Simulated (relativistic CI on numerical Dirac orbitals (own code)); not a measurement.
## Slater and spin-orbit integrals, Yb⁴⁶⁺

Method of calculation: Dirac-Coulomb-Breit CI, separate exchange-only KLI orbitals for each configuration, QED by a radiative potential, unscaled Slater integrals (own radial code, finite nucleus).

Slater integrals F^k, G^k are unscaled and averaged over j, outside the closed core [Ne]; ζ comes from projecting the Hamiltonian with its Breit term on Σ l·s of the shell.

- 3s2 3p6 3d6: F^2(3d,3d) = 555840, F^4(3d,3d) = 358840, ζ(3d) = 173520 cm⁻¹; <r>(3d) = 0.1836, <r^2>(3d) = 0.0391 (bohr units).
- 3s2 3p5 3d7: ζ(3p) = 1.3123e+06, F^2(3d,3d) = 554970, F^4(3d,3d) = 358250, F^2(3p,3d) = 482310, G^1(3p,3d) = 515630, G^3(3p,3d) = 343550, ζ(3d) = 172050 cm⁻¹; <r>(3p) = 0.205, <r^2>(3p) = 0.04866, <r>(3d) = 0.1838, <r^2>(3d) = 0.03921 (bohr units).
- 3s2 3p4 3d8: F^2(3p,3p) = 478670, ζ(3p) = 1.3115e+06, F^2(3d,3d) = 554090, F^4(3d,3d) = 357650, F^2(3p,3d) = 481890, G^1(3p,3d) = 515630, G^3(3p,3d) = 343420, ζ(3d) = 170590 cm⁻¹; <r>(3p) = 0.2051, <r^2>(3p) = 0.04875, <r>(3d) = 0.1841, <r^2>(3d) = 0.03932 (bohr units).

Question: Give the Racah parameters of the d shell in 3s2 3p6 3d6.

Answer: B = F²/49 − 5F⁴/441 = 7275 cm⁻¹ and C = 35F⁴/441 = 28479 cm⁻¹.

Averages of the first 10 configurations, taken without configuration mixing, which lowers the lowest level and can move excited configurations by several eV; other configurations of the list can lie among them:

```json
{"Configuration": "3s2 3p6 3d6", "Parity": "even", "States": "210", "Average energy above the lowest level (eV)": "96.8"}
{"Configuration": "3s2 3p5 3d7", "Parity": "odd", "States": "720", "Average energy above the lowest level (eV)": "529.6"}
{"Configuration": "3s2 3p4 3d8", "Parity": "even", "States": "675", "Average energy above the lowest level (eV)": "970.2"}
{"Configuration": "3s 3p6 3d7", "Parity": "even", "States": "240", "Average energy above the lowest level (eV)": "905.2"}
{"Configuration": "3p6 3d8", "Parity": "even", "States": "45", "Average energy above the lowest level (eV)": "1724.0"}
{"Configuration": "3s 3p5 3d8", "Parity": "odd", "States": "540", "Average energy above the lowest level (eV)": "1336.6"}
{"Configuration": "3s2 3p6 3d5 4s", "Parity": "even", "States": "504", "Average energy above the lowest level (eV)": "1655.4"}
{"Configuration": "3s2 3p6 3d5 4p", "Parity": "odd", "States": "1512", "Average energy above the lowest level (eV)": "1797.1"}
{"Configuration": "3s2 3p4 3d7 4s", "Parity": "even", "States": "3600", "Average energy above the lowest level (eV)": "2510.4"}
{"Configuration": "3s2 3p6 3d5 4d", "Parity": "even", "States": "2520", "Average energy above the lowest level (eV)": "1962.5"}
```
